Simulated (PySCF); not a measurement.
This PySCF input asks for the NMR shieldings of `B1C=CBC=C1`, C$_{4}$H$_{6}$B$_{2}$; the geometry comes from GFN2-xTB.

```python
import basis_set_exchange as bse
import numpy as np
from pyscf import gto, dft
from pyscf.prop import nmr

atoms = """
B     0.254654    1.429977   -0.131272
C     1.426275    0.416100   -0.138044
C     1.194078   -0.880386    0.153820
B    -0.254306   -1.429459    0.128623
C    -1.426058   -0.415740    0.130410
C    -1.194084    0.881198   -0.159616
H     0.454845    2.564545    0.087686
H     2.455414    0.749634   -0.245490
H     2.043449   -1.547961    0.276071
H    -0.452972   -2.566406   -0.081487
H    -2.455418   -0.749508    0.234726
H    -2.044678    1.547321   -0.281453
"""
names = dict.fromkeys(["B", "C", "H"], "pcSseg-1")
basis = {el: gto.basis.parse(bse.get_basis(n, elements=[el], fmt="nwchem")) for el, n in names.items()}
mol = gto.M(atom=atoms, basis=basis, charge=0, verbose=0)
mf = dft.RKS(mol, xc="PBE0")
mf.grids.level = 2
mf.grids.alignment = dft.numint.BLKSIZE   # the property module wants whole blocks of grid points
mf.conv_tol = 1e-9
mf.kernel()

calc = nmr.RKS(mf)   # GIAO
C = mf.mo_coeff
Co = C[:, mf.mo_occ > 0]
resp = mf.gen_response(singlet=True, hermi=2)
def vind(x):   # induced exchange potential for any number of trial vectors
    d = np.einsum("pi,xij,qj->xpq", C, 2 * x.reshape(-1, C.shape[1], Co.shape[1]), Co, optimize=True)
    return np.einsum("xpq,pi,qj->xij", resp(d - d.transpose(0, 2, 1)), C, Co, optimize=True).ravel()
mo1, _ = nmr.rhf.solve_mo1(calc, with_cphf=vind)
sigma = calc.kernel(mo1)
for i, s in enumerate(sigma):   # ppm
    print("%2d %-2s %9.2f" % (i, mol.atom_pure_symbol(i), np.trace(s) / 3))
```

**Question.** Give the expected output.

**Answer.** 
```
 0 B      34.64
 1 C      11.83
 2 C      12.08
 3 B      34.82
 4 C      12.14
 5 C      11.87
 6 H      25.14
 7 H      24.02
 8 H      24.03
 9 H      25.15
10 H      24.04
11 H      24.02
```

These numbers come from an equivalent density-fitted implementation of the same equations, which agrees with the script to about 0.01 ppm for H and up to a few tenths of a ppm for heavy atoms, so last digits may differ.

Size and cost of the density-fitted run: 132 basis functions, 12 s wall time on 1 thread of an Arm Neoverse V1, shared host.
